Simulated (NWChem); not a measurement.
Species: CH4OSSe; SMILES S(C)[Se]O

```xyz
8

Se     0.3644    -0.7815    -0.1742
O     -1.2385    -1.4684     0.3155
H     -1.1498    -1.7451     1.2377
S      0.3079     1.2556     0.5719
C     -0.6330     2.1530    -0.6969
H     -0.1372     2.0894    -1.6748
H     -0.6649     3.2037    -0.3709
H     -1.6572     1.7629    -0.7611
```
Atoms are numbered in this order, from 1.

Coordinates come from a PBE0/def2-SVP optimisation.

**Question.** List the 4 lowest vertical singlet excitations from PBE/def2-SVPD, TDA (NWChem).

**Answer.** 
| state | energy (eV) | oscillator strength | leading excitation (squared amplitude) |
|---|---|---|---|
| S1 | 4.00 | 0.001 | HOMO → LUMO (0.87) |
| S2 | 4.22 | 0.003 | HOMO → LUMO+1 (0.86) |
| S3 | 4.71 | 0.029 | HOMO−1 → LUMO (0.74) |
| S4 | 4.80 | 0.003 | HOMO−1 → LUMO+1 (0.87) |
